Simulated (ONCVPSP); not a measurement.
**Which change was made? (Pr, ONCV)**

```json
{
  "Element": "praseodymium",
  "Generator": "ONCVPSP 4.0.1",
  "Type": "optimised norm-conserving Vanderbilt (ONCV)",
  "Functional": "LDA (Perdew-Zunger)",
  "Relativity": "scalar-relativistic",
  "Frozen core": "[Kr]",
  "Valence charge": "23",
  "Reference configuration": "4d10 4f2.5 5s2 5p6 5d0.5 6s2",
  "Partial waves": "5s+6s: rc 2.85 bohr, ncon 4, nbas 8, qcut 4 1/bohr, 2 projectors; 5p: rc 2.25 bohr, ncon 4, nbas 9, qcut 6 1/bohr, 2 projectors, debl 1.3 Ha; 4d+5d: rc 1.15 bohr, ncon 4, nbas 9, qcut 11.9 1/bohr, 2 projectors; 4f: rc 1.65 bohr, ncon 4, nbas 8, qcut 10 1/bohr, 2 projectors, debl 4 Ha",
  "Local potential": "polynomial inside 1.05 bohr (lpopt 5, dvloc0 2 Ha)",
  "Core correction": "none"
}
```

Cutoffs, loose and tight: the cutoffs (Ha) at which the residual kinetic energy of the hardest occupied pseudo-wave falls to 1 and 0.1 mHa per electron. They do not see the model core or the augmentation charge, which bear on the density cutoff. Test errors are all-electron minus pseudo excitation energies from the reference, over the configurations 4d10 4f3 5s2 5p6 5d0 6s2; 4d10 4f3 5s2 5p6 5d0 6s1; 4d10 4f3 5s2 5p6 5d0 6s0; 4d10 4f2 5s2 5p6 5d0 6s2; variants that change the core or the reference have their own tests.

The base gives: outcome: generated; cutoff, loose: 62 Ha; cutoff, tight: 71 Ha; bound ghosts: s; GHOST(+) flags above zero: p; largest test error (meV): tests left out (the all-electron energies of this program are off by 10 to 40 meV for near-neutral 4f atoms).

Question: After one change the result is: outcome: generated; cutoff, loose: 97 Ha; cutoff, tight: 150 Ha; bound ghosts: s; GHOST(+) flags above zero: p; largest test error (meV): tests left out (the all-electron energies of this program are off by 10 to 40 meV for near-neutral 4f atoms). Which change was it?
A. reference 4d10 4f3 5s2 5p6 6s2; wave 4d+5d: rc 1.15 bohr, ncon 4, nbas 9, qcut 11.9 1/bohr, 2 projectors becomes 4d: rc 1.15 bohr, ncon 4, nbas 9, qcut 11.9 1/bohr, 2 projectors, debl 2.4 Ha
B. local potential polynomial inside 0.70 bohr (lpopt 5, dvloc0 2 Ha)
C. all radii scaled by about 1.27 (s 3.62, p 2.86, d 1.46, f 2.10 bohr); local potential polynomial inside 1.34 bohr (lpopt 5, dvloc0 2 Ha)
D. f: rc 1.36

Answer: D. The others give: all radii scaled by about 1.27 (s 3.62, p 2.86, d 1.46, f 2.10 bohr); local potential polynomial inside 1.34 bohr (lpopt 5, dvloc0 2 Ha) → outcome: generated; cutoff, loose: 53 Ha; cutoff, tight: 59 Ha; bound ghosts: s; GHOST(+) flags above zero: none; largest test error (meV): tests left out (the all-electron energies of this program are off by 10 to 40 meV for near-neutral 4f atoms) | local potential polynomial inside 0.70 bohr (lpopt 5, dvloc0 2 Ha) → outcome: generated; cutoff, loose: 62 Ha; cutoff, tight: 71 Ha; bound ghosts: s, p; GHOST(+) flags above zero: s; largest test error (meV): tests left out (the all-electron energies of this program are off by 10 to 40 meV for near-neutral 4f atoms) | reference 4d10 4f3 5s2 5p6 6s2; wave 4d+5d: rc 1.15 bohr, ncon 4, nbas 9, qcut 11.9 1/bohr, 2 projectors becomes 4d: rc 1.15 bohr, ncon 4, nbas 9, qcut 11.9 1/bohr, 2 projectors, debl 2.4 Ha → outcome: failed: sratom123: lschfb convergence ERROR n,l,iter= 4 3 4.
